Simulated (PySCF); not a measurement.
Cartesian coordinates (Å):
```xyz
13

Mo    -0.0219     0.1430    -0.0447
Cl     2.0233    -0.0552     1.1410
Cl    -0.6693    -2.0195     0.6819
Cl     0.9863    -0.7964    -1.9746
N      0.5723     2.0012    -0.1653
H      1.3801     2.3555     0.3574
H      0.0975     2.7395    -0.6931
N     -1.4271     0.5497    -1.3411
H     -1.3016     0.4141    -2.3497
H     -2.3337     0.9700    -1.1162
N     -1.2468     0.6676     1.3856
H     -1.8505    -0.0064     1.8680
H     -1.4121     1.6290     1.6979
```
Charge 0, multiplicity 1.

### Question
Give the total energy, dipole moment and HOMO–LUMO gap at the level PySCF 2.14.0 with PBE-D3(BJ)/def2-TZVP // TPSS-D3(BJ)/def2-SVP.

### Answer

- total energy: -43981.09 eV
- dipole moment: 7.51 D
- HOMO–LUMO gap: 2.16 eV
